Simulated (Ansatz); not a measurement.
Reading a saddle point

A first-order saddle point of SnH₇OF, singlet, PBE0-D4/def2-TZVP, with one imaginary mode of 844i cm⁻¹:

Sn1  (-0.832, 1.179, -0.147)
H2  (-0.253, -0.476, -1.018)
H3  (-1.734, 1.239, -1.630)
H4  (-1.994, 1.047, 1.088)
H5  (0.242, 2.495, -0.200)
H6  (1.165, -0.813, 0.782)
F7  (0.531, 0.302, 1.263)
H8  (0.434, -1.018, -0.634)
O9  (1.367, -1.554, 0.073)
H10  (1.075, -2.402, 0.423)
(Å)

Program: Ansatz 0.2.0. Basis: def2-TZVPP and def2-QZVPP. Cores are frozen in the correlated methods. Filled d shells of the heavier atoms are correlated. Core potentials replace the inner electrons of the atoms past krypton. The def2 sets are not built for correlating such inner shells, so the correlated values are less sure here. Extrapolation: Hartree–Fock as exp(−7.88 √X), correlation as X^−2.97.

Which contacts change along the imaginary mode, and what lies on either side? (A judgement: the text doesn't fix the answer.)

By the calculation: The step is SnH₄ + H₂O + HF → SnH₃F ([F][SnH3]) + H₂O + H₂, with the molecules in contact on both sides. Shortening one way: Sn1–F7, H2–H8, H6–O9; lengthening the same way: Sn1–H2, H6–F7, H8–O9.
```
  pair  one side (Å)  saddle (Å)  other side (Å)
Sn1–F7          3.17        2.15            1.95
 H2–H8          2.01        0.96            0.75
 H6–O9          1.63        1.04            0.97
Sn1–H2          1.72        1.96            4.90
 H6–F7          0.95        1.37            1.97
 H8–O9          0.96        1.29            3.07
```

Which side is lower, and how far does the saddle lie above each? (Judge from chemistry; the value comes from the calculation.)

The calculation gives: The side with Sn1–F7, H2–H8, H6–O9 short is lower by 3.90 kcal/mol; the saddle lies 36.43 kcal/mol above it and 32.53 kcal/mol above the other (CCSD(T) at an estimated basis limit (MP2 extrapolated from triple and quadruple zeta, plus CCSD(T) − MP2 in triple zeta); electronic energies).

The T1 diagnostic stays at or below 0.014.

Labels in which every atom is bracketed show which atoms are joined, not bond orders.

For scale, one of the runs: CCSD(T)/def2-TZVPP, 210 basis functions, launched by `ansatz run in.yaml --threads 4 --pin off --events-out ev --progress --plain --max-ram 9574MiB`. Time: 26 s of wall clock on 4 CPU threads of an AMD EPYC 9R45; the host was shared. Peak host memory: 3.4 GiB.
